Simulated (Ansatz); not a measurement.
Abridged output of a molecular run in Ansatz:

```
Functional definition: HF
1094 factors; integrals over basis functions are off by at most 1.6e-3 eV
mean field evaluation 1: about -38424.6057 eV, gradient 4.3e1 eV
mean field evaluation 2: about -38424.6176 eV, gradient 4.3e1 eV
mean field evaluation 4: about -38429.7993 eV, gradient 5.3e0 eV
mean field evaluation 8: about -38429.9057 eV, gradient 2.0e-1 eV
mean field evaluation 16: about -38429.8719 eV, gradient 2.0e0 eV
mean field -38429.90615426 eV, -1412.2730024431 hartree, gradient 2.6e-6 eV, S^2 0.000000; 0 other end points of the search recorded, 0 dependent functions left out
16 core orbitals not correlated: weight in the atoms' cores, before any rotation towards them, 1.000 or more for the frozen orbitals, at most 0.000 for the correlated occupied ones
reference -38429.90615426 eV, -1412.2730024431 hartree; 20, 20 occupied and 79, 79 virtual orbitals, 1094 factors
second order -22.89118786 eV of doubles, -0.00000000 eV of singles
cycle   1  -22.36175430 eV  change    5.3e-1 eV  update   2.2e-1
cycle   2  -23.16143213 eV  change   -8.0e-1 eV  update   1.2e-1
cycle   3  -23.39679782 eV  change   -2.4e-1 eV  update   3.6e-2
cycle   4  -23.39783972 eV  change   -1.0e-3 eV  update   1.3e-2
cycle   5  -23.38922766 eV  change    8.6e-3 eV  update   4.8e-3
cycle   6  -23.38981790 eV  change   -5.9e-4 eV  update   2.1e-3
cycle   7  -23.38922321 eV  change    5.9e-4 eV  update   9.5e-4
cycle   8  -23.38944457 eV  change   -2.2e-4 eV  update   3.3e-4
cycle   9  -23.38968636 eV  change   -2.4e-4 eV  update   1.5e-4
cycle  10  -23.38961758 eV  change    6.9e-5 eV  update   5.8e-5
cycle  11  -23.38957689 eV  change    4.1e-5 eV  update   2.7e-5
perturbative correction -1.01960418 eV, -0.0374697625 hartree
Total energy: -38454.31533533 eV, -1413.1700233024 hartree
```

Its atoms:

Z-matrix (Å, degrees):
```
C
Ta 1 2.123
H 1 1.097 2 109.1
H 1 1.094 2 110.8 3 120.1
H 1 1.094 2 110.8 3 -120.1
S 2 2.143 1 103.6 3 -180.0
Cl 2 2.281 1 106.9 3 -62.5
Cl 2 2.281 1 106.9 3 62.6
```

Problem. Which basis set was used?
A. cc-pV(T+d)Z
B. def2-TZVPPD
C. def2-SVP
D. def2-QZVPP

Solution. C. It gives 115 functions.

Problem. Write the keys of the input that set method, charge and spin (a neutral closed shell needs none for the last two).

Solution. 
```yaml
correlation: {method: ccsd_t}
```
